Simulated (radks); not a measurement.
Question: The mean radii <r> (bohr) of the occupied orbitals of an atom or ion are listed with their occupations. Method: non-relativistic Kohn-Sham, TPSS, spin-polarised, spherical densities, point nucleus; meta-GGA in the generalised Kohn-Sham scheme; computed with a radial shooting solver on a logarithmic mesh with Libxc functionals.

orbital  occ.      <r>
1s up       1  0.01916
1s down     1  0.01916
2s up       1  0.08069
2s down     1  0.08069
2p up       3  0.06820
2p down     3  0.06820
3s up       1   0.2035
3s down     1   0.2035
3p up       3   0.1939
3p down     3   0.1939
3d up       5   0.1694
3d down     5   0.1694
4s up       1   0.4471
4s down     1   0.4470
4p up       3   0.4509
4p down     3   0.4507
4d up       5   0.4576
4d down     5   0.4571
4f up       7   0.4723
4f down     7   0.4705
5s up       1   0.9277
5s down     1   0.9267
5p up       2   0.9679

Name the element and its charge. Open shells, if any, are filled with parallel spins first.

Answer: Z = 79, gold, charge +15: Au15+ in [Kr] 4d10 4f14 5s2 5p2. The 1s radius gives Z: for a bare nucleus <r> = 1.5/Z, 0.01899 bohr for Z = 79, and screening makes it slightly larger (0.01916 here). The occupations add up to 64, and the charge is Z minus that.
